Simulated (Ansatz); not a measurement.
Abstraction of F: C2HF3Sn + C4H9 → C2HF2Sn + C4H9F

Species: C2HF3Sn `C#[C][Sn]([F])([F])[F]`, singlet; C4H9 (2-butyl radical) `C[CH]CC`, doublet; C2HF2Sn `C#[C][Sn]([F])[F]`, doublet; C4H9F (2-fluorobutane) `CCC(C)F`, singlet. A radical takes F: the energy is the difference in strength between the Sn–F bond broken and the C–F bond made.

Shapes, held fixed at every level: PBE0-D4/def2-TZVP. Flexible molecules stand in one conformer, not always the lowest. Programs: Ansatz 0.2.0. The zero-point and thermal change to 298 K, harmonic and unscaled (PBE0-D4/def2-TZVP), is +9.8 kJ/mol.

```csv
level,kind,ΔH(298 K) (kJ/mol),less CCSD(T)/def2-TZVPP,CPU time (sum over the molecules)
HF/def2-SVP,Hartree–Fock,+2.3,+3.5,–
PBE-D4/def2-TZVPP,GGA,-18.7,-17.5,46 s
B3LYP-D4/def2-TZVPP,global hybrid,-11.4,-10.2,77 s
r2SCAN0-D4/def2-TZVPP,global hybrid,+1.6,+2.8,97 s
wB97M-V/def2-TZVPP,range-separated hybrid,-12.8,-11.6,3.2 min
B2PLYP/def2-TZVPP,double hybrid,-4.6,-3.4,97 s
CCSD(T)/def2-SVP,coupled cluster or CI,-11.4,-10.2,3.1 min
CCSD(T)/def2-TZVPP,coupled cluster or CI,-1.2,0.0,2.5 h
```

The highest level, CCSD(T)/def2-TZVPP, gives ΔH(298 K) = -1.2 kJ/mol; the levels span -18.7 to +2.3. That is about zero within the method's error. They disagree on the sign: 2 of 8 are positive. The column of differences is taken from that level and isn't an error. No measured value is set beside it here. Open shells run unrestricted. For atoms past krypton def2 sets carry core potentials with scalar relativity. Outer-core shells of Sn are correlated, in sets that cover them unevenly. Times are processor times on shared x86 and Arm servers, and rough.
